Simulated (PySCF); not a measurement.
**Broadened absorption spectrum of BMe2(iPr)**

Compound: BMe2(iPr), C₅H₁₃B.
InChI=1S/C5H13B/c1-5(2)6(3)4/h5H,1-4H3

Theory: TDDFT B3LYP/def2-SVPD, vertical, gas phase, core orbitals frozen in the response in PySCF 2.14.0, density-fitted response routines. The structure is a single PBE0-D3(BJ)/def2-SVP conformer in the gas phase; no vibrational or solvent corrections.

Broadening: Gaussians 0.3 eV wide at half height, area fixed by f = 4.319×10⁻⁹ ∫ε dν̃. The width is an assumption, not a result. The curve ends short of the highest state used, and states not computed would add to its high-energy end.

```tsv
λ (nm)	ε (L mol⁻¹ cm⁻¹)
158.0	7387
159.4	5345
160.7	3723
162.1	2797
163.4	2620
164.7	2704
166.1	2611
167.4	2171
168.7	1517
170.1	846
171.4	418
172.7	196
174.1	122
175.4	138
176.8	190
178.1	232
179.4	243
180.8	216
182.1	167
183.4	112
184.8	63
186.1	35
187.5	22
188.8	24
190.1	36
191.5	56
192.8	78
194.1	96
195.5	107
196.8	104
198.2	91
199.5	74
200.8	58
202.2	49
203.5	54
204.8	76
206.2	123
207.5	186
208.9	268
210.2	346
211.5	410
212.9	450
214.2	452
215.5	422
216.9	360
218.2	289
219.6	212
220.9	148
222.2	98
223.6	58
224.9	34
226.2	19
227.6	9
228.9	5
230.3	2
231.6	1
```

**Question.** Where are the band maxima, and which computed states make them?

**Answer.** 214 nm (5.80 eV), ε about 460, made up of S1 (100%); 196 nm (6.33 eV), ε about 110, made up of S2 (100%); 179 nm (6.92 eV), ε about 240, made up of S3 (100%); 165 nm (7.51 eV), ε about 2700, made up of S4 (83%) (hardly more than a shoulder) (ε in L mol⁻¹ cm⁻¹; maxima over ε = 5, shares over 10%). At its high-energy end, 7.85 eV, the curve is still rising (ε about 7500, from S6, S7 and S8). The states used: S1 5.80 eV (f 0.0051); S2 6.33 eV (f 0.0012); S3 6.92 eV (f 0.0027); S4 7.47 eV (f 0.026); S5 7.61 eV (f 0.0036); S6 7.77 eV (f 0.017); S7 7.92 eV (f 0.056); S8 7.99 eV (f 0.036); S9 8.09 eV (f 0.0030); S10 8.45 eV (f 0.037).

**Question.** Does any computed singlet lie in the visible range?

**Answer.** No computed singlet lies in the visible range (380 to 750 nm); the lowest, at 214 nm, stands 2.54 eV above its violet end (3.26 eV).

**Question.** On this curve, what absorbance would a 10⁻⁴ mol/L sample give at 193 nm over a 1 cm path?

**Answer.** 193 nm is 6.424 eV, where ε is about 81 L mol⁻¹ cm⁻¹, so A = ε c l ≈ 0.0081 (Beer–Lambert, with the gas-phase spectrum and the assumed width).

**Question.** Coming from long wavelengths, where does ε first pass 100 L mol⁻¹ cm⁻¹?

**Answer.** At about 222 nm (5.58 eV), 0.22 eV below S1.
